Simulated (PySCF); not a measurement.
Simulation results for FH4Si2, FH4OSi2, AlFH2NSi

Computed with PySCF 2.14.0. Calculation on a computer-drawn molecule: optimised geometry and harmonic frequencies of an isolated molecule of the commonest isotopes, restricted reference for singlets and unrestricted otherwise, frozen core in MP2.

Common to all runs: charge 0; multiplicity 2; basis cc-pV(D+d)Z.

(1) FH4Si2

Start structure:
```xyz
7
FH4Si2
F     -3.0156     1.2300     1.1290
Si    -2.2345     0.0018     1.8587
Si    -0.8535    -0.8451     0.2425
H     -3.2716    -0.9861     2.1549
H     -1.7547     0.5473     3.0600
H      0.1510     0.0814    -0.4697
H     -0.1332    -2.0783     0.4518
```

```
method                                        : HF
rotational constants                          : 16.86, 3.413, 2.987 GHz
total energy                                  : -679.6569 hartree
spin squared                                  : 0.7582
convergence status largest gradient component : 6.755e-06 hartree/bohr
```

Drawn bonds:
```tsv
atom	other atom	order
1	2	1
2	3	1
2	4	1
2	5	1
3	6	1
3	7	1
```

Optimised structure:
```xyz
7
FH4Si2
F     -3.1391     1.2315     1.1380
Si    -2.2853     0.0104     1.7793
Si    -0.8423    -0.8236     0.1216
H     -3.2378    -1.0332     2.2046
H     -1.5853     0.5530     2.9604
H      0.2130     0.1317    -0.2896
H     -0.2353    -2.1187     0.5130
```

Modes:
```tsv
frequency (cm⁻¹)	reduced mass (dalton)
101.8	1.134
191.6	5.854
422.1	1.214
447.1	3.131
568.2	1.282
658.8	1.271
792.8	1.089
871.4	6.456
949.6	1.188
990	1.108
1038	1.064
2296	1.03
2311	1.052
2332	1.042
2339	1.041
```

(2) FH4Si2

Start structure:
```xyz
7
FH4Si2
F     -3.1391     1.2315     1.1380
Si    -2.2853     0.0104     1.7793
Si    -0.8423    -0.8236     0.1216
H     -3.2378    -1.0332     2.2046
H     -1.5853     0.5530     2.9604
H      0.2130     0.1317    -0.2897
H     -0.2353    -2.1187     0.5130
```

```
method                                        : MP2
rotational constants                          : 16.85, 3.39, 2.974 GHz
total energy                                  : -680.0262 hartree
spin squared                                  : 0.7587
convergence status largest gradient component : 1.342e-05 hartree/bohr
```

Drawn bonds:
```tsv
atom	other atom	order
1	2	1
2	3	1
2	4	1
2	5	1
3	6	1
3	7	1
```

Optimised structure:
```xyz
7
FH4Si2
F     -3.1808     1.2329     1.1317
Si    -2.2848     0.0204     1.7773
Si    -0.8351    -0.8057     0.1362
H     -3.1999    -1.0574     2.2124
H     -1.5855     0.5783     2.9566
H      0.2513     0.1197    -0.2694
H     -0.2774    -2.1373     0.4824
```

Modes:
```tsv
frequency (cm⁻¹)	reduced mass (dalton)
98.01	1.141
183.3	5.359
393.3	1.122
440.6	3.333
506.7	1.374
616.3	1.283
758.9	1.089
840.4	4.847
908.8	1.195
945.8	1.167
986.9	1.066
2265	1.03
2287	1.034
2289	1.052
2300	1.05
```

(3) FH4OSi2

Start structure:
```xyz
8
FH4OSi2
F      0.0910     0.1822     2.0657
Si     1.3741    -0.5718     1.3792
O      1.3100    -0.1884    -0.2052
Si     0.9147     0.6038    -1.5238
H      2.4867     0.1632     2.0085
H     -0.5084     0.2948    -1.8531
H      1.8742     0.1471    -2.5631
H      0.9934     2.0980    -1.2932
```

```
method                                        : HF
rotational constants                          : 12.13, 2.268, 1.975 GHz
total energy                                  : -754.6143 hartree
spin squared                                  : 0.7539
convergence status largest gradient component : 9.196e-07 hartree/bohr
```

Drawn bonds:
```tsv
atom	other atom	order
1	2	1
2	3	1
3	4	1
2	5	1
4	6	1
4	7	1
4	8	1
```

Optimised structure:
```xyz
8
FH4OSi2
F      0.0661     0.2995     2.0239
Si     1.3191    -0.5102     1.3977
O      1.4774    -0.0683    -0.1577
Si     0.9084     0.6286    -1.5438
H      2.5222    -0.1072     2.1580
H     -0.4657     0.1588    -1.8118
H      1.7965     0.2304    -2.6516
H      0.9118     2.0974    -1.3997
```

Modes:
```tsv
frequency (cm⁻¹)	reduced mass (dalton)
37.47	1.429
52.95	2.626
74.18	4.954
351.7	9.515
599	6.14
780.7	1.157
793.3	1.2
819	1.282
841.8	1.313
898.6	5.132
1038	1.054
1040	1.055
1056	1.484
1147	3.421
2285	1.043
2331	1.05
2337	1.048
2348	1.023
```

(4) AlFH2NSi

Start structure:
```xyz
6
AlFH2NSi
F     -0.8687     2.5089     1.1261
Si    -1.5396     1.5285     0.1345
N     -0.7354     0.7343    -1.1766
Al     0.3542    -0.0294    -2.3535
H     -2.8740     1.4870     0.4562
H      1.8857     0.0685    -2.7127
```

```
method                                        : HF
rotational constants                          : 23.82, 1.896, 1.779 GHz
total energy                                  : -685.9492 hartree
spin squared                                  : 0.7561
convergence status largest gradient component : 3.454e-05 hartree/bohr
```

Drawn bonds:
```tsv
atom	other atom	order
1	2	1
2	3	1
3	4	2
2	5	1
4	6	1
```

Optimised structure:
```xyz
6
AlFH2NSi
F     -0.9404     2.3532     1.3001
Si    -1.4176     1.5015     0.0377
N     -0.5139     0.6813    -0.9092
Al     0.6401    -0.2802    -1.8285
H     -2.8645     1.6793    -0.0019
H      1.3184     0.3627    -3.1242
```

Modes:
```tsv
frequency (cm⁻¹)	reduced mass (dalton)
68.28	10.1
132.2	2.579
173.3	1.387
370	15.25
566.1	6.349
613.7	1.385
664.2	1.269
912.4	3.501
974.1	1.454
1459	15.07
1881	1.044
2440	1.045
```

(5) AlFH2NSi

Start structure:
```xyz
6
AlFH2NSi
F     -0.9404     2.3532     1.3001
Si    -1.4176     1.5015     0.0377
N     -0.5139     0.6813    -0.9092
Al     0.6401    -0.2802    -1.8285
H     -2.8645     1.6793    -0.0019
H      1.3184     0.3627    -3.1242
```

```
method                                        : MP2
rotational constants                          : 18.71, 1.95, 1.788 GHz
total energy                                  : -686.4381 hartree
spin squared                                  : 0.7567
convergence status largest gradient component : 2.939e-05 hartree/bohr
```

Drawn bonds:
```tsv
atom	other atom	order
1	2	1
2	3	1
3	4	2
2	5	1
4	6	1
```

Optimised structure:
```xyz
6
AlFH2NSi
F     -0.8505     2.3334     1.2716
Si    -1.4549     1.4929     0.0241
N     -0.6697     0.6489    -1.0593
Al     0.7020    -0.2471    -1.7790
H     -2.9039     1.7034     0.0935
H      1.3991     0.3663    -3.0768
```

Modes:
```tsv
frequency (cm⁻¹)	reduced mass (dalton)
47.85	11.33
114.7	3.151
188	1.246
335.2	15.19
528.3	1.659
534.8	3.165
628.3	1.264
860	2.835
922.6	1.603
1329	15.27
1877	1.044
2372	1.045
```
